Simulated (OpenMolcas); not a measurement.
## What dynamic correlation does to the levels of neutral tungsten

```yaml
Program: OpenMolcas 26.06
Basis: ANO-RCC-VTZP [8s7p5d3f2g1h]
Scalar_Hamiltonian: DKH2, point nucleus
Active_space: 4 electrons in 5 orbitals (5d)
State_averaging: 2S+1 = 5 even, 5 roots; 2S+1 = 3 even, 45 roots; 2S+1 = 1 even, 50 roots (49 in the spin-orbit step)
Spin-orbit_coupling: state interaction with AMFI integrals over the reference wave functions, term energies averaged over their components
```

Methods on the same reference wave functions:
A. CASSCF
B. SS-CASPT2, IPEA 0.25 Eh, imaginary shift 0.1 Eh (closed shells correlated: 5s 5p 6s)
C. MS-CASPT2, IPEA 0.25 Eh, imaginary shift 0.1 Eh (closed shells correlated: 5s 5p 6s)
D. XMS-CASPT2, IPEA 0.25 Eh, imaginary shift 0.1 Eh (closed shells correlated: 5s 5p 6s)

Energies in cm⁻¹ above 5d⁴ 6s² ⁵D₀, the measured ground level; measured values from NIST Handbook of Basic Atomic Spectroscopic Data.

```
                Level      A      B      C      D  Measured
   5d⁴ 6s² ⁵D₀ [70 %]    0.0    0.0    0.0    0.0       0.0
          5d⁴ 6s² ⁵D₁   1445   1955   1954   2070      1670
          5d⁴ 6s² ⁵D₂   3200   3920   3920   4100      3326
          5d⁴ 6s² ⁵D₃   4940   5630   5620   5800      4830
          5d⁴ 6s² ⁵D₄   6572   7060   7050   7150      6219
5d⁴ 6s² ³P₀(1) [58 %]  13787  10950  10950  10750      9258
   5d⁴ 6s² ³H₄ [52 %]  14916  13390  13370  13180          
          5d⁴ 6s² ³H₅  17556  16400  16400  16310          
   5d⁴ 6s² ³G₃ [56 %]  17949  15640  15620  15160          
       5d⁴ 6s² ³P₁(1)  18003  15010  15010  14530     13307
       5d⁴ 6s² ³F₂(1)  18716  16020  16000  15440          
          5d⁴ 6s² ³H₆  18958  17900  17900  17880          
5d⁴ 6s² ³P₂(1) [61 %]  22412  18860  18860  18340          
5d⁴ 6s² ³F₃(1) [53 %]  23082  20550  20590  20070          
          5d⁴ 6s² ³G₅  24788  22820  22820  22510          
   5d⁴ 6s² ³D₃ [62 %]  25675  21540  21530  20990          
          5d⁴ 6s² ¹I₆  26669  24980  24980  24860          
          5d⁴ 6s² ³D₁  27858  23690  23690  23100          
          5d⁴ 6s² ¹S₀  31847  25870  25870  26240          
   5d⁴ 6s² ¹F₃ [73 %]  35377  29750  29740  28990          
       5d⁴ 6s² ³P₂(2)  39548  33180  33180  32320          
       5d⁴ 6s² ³F₄(2)  40491  34900  34810  33880          
       5d⁴ 6s² ³F₂(2)  41736  36090  36130  35240          
       5d⁴ 6s² ³F₃(2)  42355  36590  36590  35670
```

Deviations, from unrounded energies. A percentage is the sum of absolute deviations over the sum of measured energies, with the sign that they share, or ± where signs differ.

```tsv
Against measurement	Levels	A	B	C	D
mean absolute deviation (cm-1)	6	1700	990	980	970
fine structure of the ground term (%)	4	±5.1	+15.7	+15.6	+19.2
other terms of the ground configuration (%)	2	+40.9	+15.0	+15.0	+12.0
```

B, C, D lie about equally close to measurement and A furthest from it. The largest miss of D in the table is 5d⁴ 6s² ³P₀(1) [58 %], by +1500 cm-1. The ranking rests on the paired levels alone, and a cruder setting can come out closer through cancelling errors.

Among B to D the level of the table that moves most is 5d⁴ 6s² ³F₄(2), by 1000 cm-1 (lowest in D, highest in B). Moves below CASPT2's spread within the term are not significant.

The mean deviations of B to D differ by less than CASPT2's widest spread within a term (2300 cm-1), so their order carries little weight.

From A to B the spin-free energies of the other terms of 5d⁴ 6s² shown, above ⁵D, scale by factors of 0.70 to 0.86.

The lowest spin-free term lies below A's lowest term by 0.361 hartree in B, 0.361 hartree in C, 0.369 hartree in D.

CASPT2 does not keep the components of a term degenerate, so their means are used; among the terms shown or strongly mixed into the levels shown the widest spread is 2300 cm-1 (5d⁴ 6s² ¹I, D). Some high roots are left out of the spin-orbit mixing, which shifts the levels that they would mix with. With the s shell closed, the reference lacks s² → p², s² → d² and s → d mixing, so excited terms can stand far too high and out of order, with CASPT2 too. The CASPT2 spread within a term exceeds the gap to the next term for 5d⁴ 6s² ³D and 5d⁴ 6s² ¹G(1), 5d⁴ 6s² ¹S and 5d⁴ 6s² ¹I, 5d⁴ 6s² ³P(2) and 5d⁴ 6s² ³F(2), so the order of their levels is uncertain, and so are names and mixing where such terms share a J (figures for B; the like holds for C, D). Without dynamic correlation excited terms often stand tens of per cent too high (terms of higher spin than the ground term too low), and those without a measured partner can miss by more than the paired ones (holds for A). Some levels mix across a computed gap that differs much from the measured one, so their mixing is not that of the real levels (holds for A). Some terms miss by over 15 % even with CASPT2, which points to a basis or an active space too small for the shells correlated (holds for B; C; D). Measured partners are found by configuration, term and J. A level has none where our copy of the source lacks it or the pairing is in doubt (some pairs that miss far off the trend of their configuration count as doubtful), and it then counts in no deviation. Only configurations of the active space appear. Levels that lie high or do not pair safely by name in every column are left out.

A share in square brackets marks a mixed level and gives the weight of the term that names it, the lowest over the columns. A number in round brackets counts repeated terms of one configuration in the order of the reference energies.
